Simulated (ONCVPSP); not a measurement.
**What one change does to a pseudopotential (caesium, ONCV)**

| Quantity | Value |
| --- | --- |
| Element | Cs (Z = 55) |
| Generator | ONCVPSP 4.0.1 |
| Type | optimised norm-conserving Vanderbilt (ONCV) |
| Functional | PBE |
| Relativity | fully relativistic |
| Frozen core | [Kr] 4d10 |
| Valence charge | 9 |
| Reference configuration | 5s2 5p6 6s1 |
| Partial waves | 5s+6s: rc 2.55 bohr, ncon 4, nbas 9, qcut 3.7 1/bohr, 2 projectors; 5p: rc 2.70 bohr, ncon 3, nbas 7, qcut 5.3 1/bohr, 1 projector; d scattering state at 0.38 Ha: rc 2.35 bohr, ncon 4, nbas 8, qcut 4.8 1/bohr, 2 projectors, debl 2.1 Ha |
| Local potential | polynomial inside 1.70 bohr (lpopt 5, dvloc0 2 Ha) |
| Core correction | polynomial model core, fcfact 0.15 |

Open shells are filled in proportion to 2j + 1.

All-electron outer shells of the reference configuration (PBE, scalar-relativistic, ld1.x):

| shell | level (eV) | outermost node (bohr) | outermost maximum (bohr) |
| --- | --- | --- | --- |
| 5s | -26.73 | 0.82 | 1.54 |
| 5p | -13.52 | 0.89 | 1.79 |
| 6s | -2.09 | 2.11 | 4.80 |

Change: s: qcut 4.7; p: qcut 6.7; d: qcut 6.1.

Cutoffs: the cutoffs (Ha) at which the residual kinetic energy of the hardest occupied pseudo-wave falls to 1 and 0.1 mHa per electron; they do not see the model core or the augmentation charge, which bear on the density cutoff. Errors are all-electron minus pseudo energies relative to the spin-unpolarised reference configuration.

**Question.** Predict the effect on cutoff, ghosts and configuration errors.

**Answer.** The potential gets harder (7.2 Ha and 9.6 Ha → 11 Ha and 14 Ha); of the 4 tests that both files solve, the error grows in 0 and shrinks in 2 by more than 15 % and 0.3 meV (median size 4.7 → 2.4 meV); neither file shows a bound ghost.

| quantity | base | changed |
| --- | --- | --- |
| cutoff, loose | 7.2 Ha | 11 Ha |
| cutoff, tight | 9.6 Ha | 14 Ha |
| loose cutoff by channel | s 5.5 Ha, p 7.2 Ha | s 7.5 Ha, p 11 Ha |
| bound ghosts | none | none |
| GHOST(+) flags under 300 eV | s at 67.8 eV | s at 91.2 eV |
| error for 5s2 5p6 6s0, meV [ΔE 3.86 eV] | -0.2 | -0.1 |
| error for 5s2 5p6 6s0.5, meV [ΔE 1.47 eV] | 0.0 | 0.0 |
| error for 5s2 5p6 6s0 6p1, meV [ΔE 1.37 eV] | +9.3 | +4.6 |
| error for 5s1 5p6 6s1, meV [ΔE 31.65 eV] | -75 | -57 |
| s: phases at 2.58 bohr within 0.05 rad from the reference energy up to (Ha; the scan ends near 5) | 2.1 | 2.9 |
| p3/2: phases at 2.74 bohr within 0.05 rad from the reference energy up to (Ha; the scan ends near 5) | 0.5 | 0.7 |
| p1/2: phases at 2.74 bohr within 0.05 rad from the reference energy up to (Ha; the scan ends near 5) | 0.4 | 0.6 |
| d5/2: phases at 2.39 bohr within 0.05 rad from the reference energy up to (Ha; the scan ends near 5) | 3.4 | 3.4 |
| d3/2: phases at 2.39 bohr within 0.05 rad from the reference energy up to (Ha; the scan ends near 5) | 3.3 | 3.3 |
| rms error of d²Exc/dni dnj with the model core, mHa | 2.01 | 2.40 |

Base: These tests converged, but a pseudo level misses the all-electron one widely, so the file describes the atom poorly there or has found another state: 5s2 5p6 6s0 6p1: empty 6s by 2.9 eV. Changed file: These tests converged, but a pseudo level misses the all-electron one widely, so the file describes the atom poorly there or has found another state: 5s2 5p6 6s0 6p1: empty 6s by 2.9 eV.
